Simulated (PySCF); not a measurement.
CH2N, SMILES C=[N], multiplicity 2. Atoms are numbered in the order given.

```xyz
4

C      0.0000     0.0000     0.5029
N      0.0000     0.0000    -0.7419
H      0.0000    -0.9421     1.0879
H      0.0000     0.9421     1.0879
```
Charge 0, spin multiplicity 2.

Geometry: PBE-D3(BJ)/def2-TZVPD. The isomer is the one that the SMILES or the coordinates give; other isomers of the formula were not compared.

Method: PBE-D3(BJ)/def2-TZVPD in PySCF.

Frequencies are harmonic and unscaled.

```tsv
mode	ν (cm⁻¹)	IR (km/mol)	moving atoms (share of kinetic energy)
1	880	5.8	H 72 %, C 20 %, N 8 %
2	941	34.7	H 72 %, C 26 %
3	1316	17.3	H 94 %
4	1682	1.6	C 52 %, N 44 %
5	2877	0.3	H 96 %
6	2921	10.7	H 90 %, C 10 %
```
